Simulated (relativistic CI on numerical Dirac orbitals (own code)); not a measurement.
**Os2+: resonant inelastic scattering at the O2,3 edge**

Computed with this model: Dirac-Coulomb-Breit CI, KLI orbitals optimised for each configuration, model QED (radiative potential, 1s self-energy scaled to tabulated hydrogen-like ionisation energies), Kramers-Heisenberg scattering through one core-hole configuration in a parametric crystal field, unscaled Slater integrals; configurations [Xe] 4f14 5d6 → [Kr] 4d10 4f14 5s2 5p5 5d7; 10 K; core-hole width 1.5 eV; summed over polarisations. Incident energies are the highest absorption maxima for each field (at most a few, so the weaker spin-orbit partner edge can be absent), on the computed scale of the free ion. Intensities are in per cent of the strongest line above 0.02 eV; levels within 1 cm⁻¹ are merged; final levels count from the ground level, the first row holds all elastic scattering, lines under 0.4 are left out and each table stops after 24 rows. The scale of the Slater integrals is a model choice and moves the terms in proportion.

Field parameters in Wybourne normalisation: D3d B²₀ = −7Dσ, B⁴₀ = −14Dq − 21Dτ, B⁴₃ = −14√(10/7) Dq. The field is a parameter set, without covalency.

S is read from ⟨S²⟩ = S(S + 1).

D3d, 10Dq = 17650, Dσ = -1200, Dτ = 280 cm⁻¹:

```
Final level (eV)  Degeneracy  Irrep     S  48.3 eV  50.4 eV  62 eV
           0.000           1     A1  0.42    401.5    373.2   61.0
           1.005           2      E  1.46     49.5     33.1    5.0
           1.082           1     A2  1.53     39.3     23.3    0.3
           1.083           2      E  1.53     39.0     22.7    1.2
           1.158           2      E  1.45     58.8     33.2    0.4
           1.204           1     A1  1.30      7.4      1.8    1.6
           1.335           1     A1  1.87      6.4      7.7    7.4
           1.457           2      E  1.75     16.1     14.1    1.2
           1.510           1     A2  1.76     14.4     21.9    0.8
           1.523           1     A1  1.68      9.6     14.7   19.7
           1.606           2      E  1.72     14.6     34.6    3.6
           1.861           2      E  1.54      6.5     46.0   12.2
           1.937           1     A2  1.23      8.6     40.5    0.5
           2.033           2      E  1.21     13.8    100.0    2.4
           2.130           2      E  1.70      1.8      4.4    4.1
           2.143           1     A1  1.75      1.8      1.7    0.6
           2.247           2      E  1.26     15.7     44.3   14.7
           2.319           2      E  1.45      2.6      6.5    6.0
           2.330           1     A2  1.43      0.0      0.4    0.7
           2.389           2      E  1.13      5.6     19.0   22.0
           2.415           1     A1  1.12      8.0     10.9   20.2
           2.494           1     A2  1.06      1.5      3.2    0.1
           2.564           1     A1  1.25     10.3      9.9    8.1
           2.564           2      E  0.66     23.4     41.3   98.7
```

D3d, 10Dq = 17650, Dσ = -860, Dτ = 280 cm⁻¹:

```csv
Final level (eV),Degeneracy,Irrep,S,48.3 eV,50.4 eV,62 eV
0.000,1,A1,0.42,426.3,399.9,63.3
0.999,2,E,1.43,52.1,36.4,5.2
1.080,2,E,1.50,47.1,26.8,1.2
1.102,1,A2,1.52,42.9,27.5,0.2
1.150,2,E,1.46,63.3,34.1,0.7
1.178,1,A1,1.34,7.0,1.8,0.7
1.352,1,A1,1.88,4.9,5.5,4.8
1.412,2,E,1.81,9.6,6.5,1.2
1.480,1,A1,1.65,12.4,17.3,23.5
1.526,1,A2,1.73,14.5,22.8,1.0
1.584,2,E,1.76,16.3,34.7,3.0
1.836,2,E,1.55,7.2,50.8,12.9
1.931,1,A2,1.25,8.0,42.3,0.6
2.018,2,E,1.23,14.1,99.4,2.2
2.110,2,E,1.73,2.0,6.7,2.2
2.121,1,A1,1.75,2.0,1.8,0.5
2.228,2,E,1.17,18.1,54.6,17.7
2.302,2,E,1.48,1.5,2.0,3.6
2.351,1,A2,1.48,0.0,0.2,0.6
2.386,2,E,1.06,6.1,22.7,24.3
2.433,1,A1,1.07,4.9,10.5,19.0
2.462,1,A2,1.01,1.4,3.4,0.0
2.525,1,A1,1.29,14.5,10.1,9.4
2.575,2,E,0.65,24.4,45.7,100.0
```

For the first field the strongest loss at the lowest incident energy is the level at 1.16 eV (S = 1.45, against 0.42 in the thermal ground state). Levels of other spin, the first over 8 % at 1.00 eV, appear because spin-orbit coupling of the core hole, and in heavier ions of the valence shell too, mixes spins.
